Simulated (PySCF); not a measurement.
ClLi, singlet, geometry from GFN2-xTB (such geometries of metal compounds can be far from the true shape). Base run: MN15/6-311G** (PySCF).

The PySCF input:
```python
from pyscf import gto, scf, dft

mol = gto.Mole()
mol.atom = '''
    Li   -0.000000   -0.000000   -1.663114
    Cl    0.000000    0.000000    0.293491
'''
mol.basis = '6-311g**'
mol.charge = 0
mol.spin = 0
mol.verbose = 3
mol.build()

mf = dft.RKS(mol)
mf.xc = 'mn15'
mf.kernel()
```

The base run was repeated with changes; each row names its change, and settings that it needs were set with it.

```
change                                     ΔE vs base (mEh)  grid points  electrons on the grid
-----------------------------------------  ----------------  -----------  ---------------------
base                                                  0.000        32608               20.00000
grids.prune = dft.gen_grid.treutler_prune             0.002        30856               20.00000
grids.prune = dft.gen_grid.sg1_prune                 -0.225        12680               20.00012
grids.level = 0                                      27.252         2704               20.00101
grids.prune = off                                    -0.001        57376               20.00000
grids.level = 4                                       0.002        56184               20.00000
grids.level = 5                                      -0.007        84624               20.00000
grids.level = 1                                       0.163        11400               20.00002
grids.atom_grid = (50, 194)                           0.134        12624               20.00004
grids.atom_grid = (150, 974)                         -0.001       148560               20.00000
grids.becke_scheme = stratmann                       -0.001        32608               20.00000
```
